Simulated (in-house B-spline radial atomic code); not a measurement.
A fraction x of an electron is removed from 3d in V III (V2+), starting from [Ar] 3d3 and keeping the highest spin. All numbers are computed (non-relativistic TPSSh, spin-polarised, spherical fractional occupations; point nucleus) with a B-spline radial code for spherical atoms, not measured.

Caution: exact exchange at fractional occupations of open shells leaves self-interaction of up to several eV.

```
   x  E(x) - E(0) (eV)  3d up level (eV)
   0            0.0000           -22.526
0.04            0.9122           -23.086
0.21            5.0423           -25.516
0.32            7.9375           -27.129
0.44           11.3004           -28.925
 0.5           13.0632           -29.836
0.61           16.4380           -31.529
0.64           17.3909           -31.996
0.86           24.8117           -35.485
 0.9           26.2440           -36.131
   1           29.9385           -37.762
```

The exact functional would give a straight line between the two integer points. Deviations E(x) - E(0) - x[E(1) - E(0)], in eV: -0.285 at x = 0.04, -1.245 at x = 0.21, -1.643 at x = 0.32, -1.873 at x = 0.44, -1.906 at x = 0.5, -1.824 at x = 0.61, -1.77 at x = 0.64, -0.935 at x = 0.86, -0.701 at x = 0.9.

The curve lies below the straight line by up to 1.906 eV (at x = 0.5): convex, the delocalisation error, to which spherically averaged exact exchange adds.

(1) How well does Slater's transition state (minus the level at half occupation) give the ionisation energy?

Answers

(1) It gives 29.836 eV against 29.939 eV from the two total energies; NIST lists 29.31 eV, ground level to ground level. The end point has an open shell averaged over its orbitals, so its exact exchange keeps a self-interaction and this is no true integer point.
